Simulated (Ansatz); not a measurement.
Basis-set extrapolation for C₃H₄FSi, SMILES `[C]#C[SiH](C)F` radical (PBE0-D4/def2-TZVP geometry, frozen core, Ansatz). Multiplicity 2, UHF reference.

|  | def2-TZVPP | def2-QZVPP |
| --- | --- | --- |
| HF | -504.351071 | -504.369927 |
| MP2 correlation | -0.772801 | -0.834210 |
| CCSD(T) correlation | -0.863320 | not run |

Energies in hartree. Use E(X) = E(∞) + A·exp(−7.88·√X) for Hartree–Fock and E(X) = E(∞) + B·X^(−2.97) for correlation, with X = 3 and 4, and add CCSD(T) minus MP2 of the smaller set to the MP2 limit.

What is the CCSD(T) energy at the basis-set limit?

HF limit: -504.369927 + (-0.018856) × 0.13774 = -504.37252. MP2 limit: -0.834210 + (-0.061409) × 0.74074 = -0.87970. Higher-order term: -0.863320 − (-0.772801) = -0.09052. Total: -505.34274 hartree, 3.49 eV below CCSD(T)/def2-TZVPP.

The UHF reference is spin-contaminated (⟨S²⟩ = 1.16, T1 = 0.041).
